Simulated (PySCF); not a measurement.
AsF⁻: from constants to spectrum

UHF constants of AsF⁻, ²Π (doublet), unpaired electrons π ↑ (basis As aug-cc-pVDZ-PP with ECP10, F aug-cc-pVDZ; scalar-relativistic core potentials; PySCF 2.14; masses 74.9216 and 18.9984 u):

```
ωe   : 549.6 cm⁻¹
ωexe : 3.51 cm⁻¹
Be   : 0.32606 cm⁻¹
αe   : 0.00277 cm⁻¹
```

(1) What force constant and bond length do these constants imply?

(2) Estimate the centrifugal constant D from the Kratzer relation and find the Dunham coefficient a1.

Spin–orbit coupling is left out. Hartree–Fock leaves out correlation, which carries a large part of most bond energies and some tenths to 1 eV of ionisation energies. The state is the lowest determinant that a PBE0 search found; another state may lie lower at other levels.

## Answers

(1) Reduced mass μred = 15.155 u; k = 5.8918×10⁻⁷·μred·ωe² (u, cm⁻¹, mdyn/Å) = 2.70 mdyn/Å; Re = √(16.8576/(μred·Be)) (u, cm⁻¹, Å) = 1.847 Å.

(2) D = 4Be³/ωe² = 4.59e-07 cm⁻¹; a1 = −1 − αeωe/(6Be²) = -3.39.
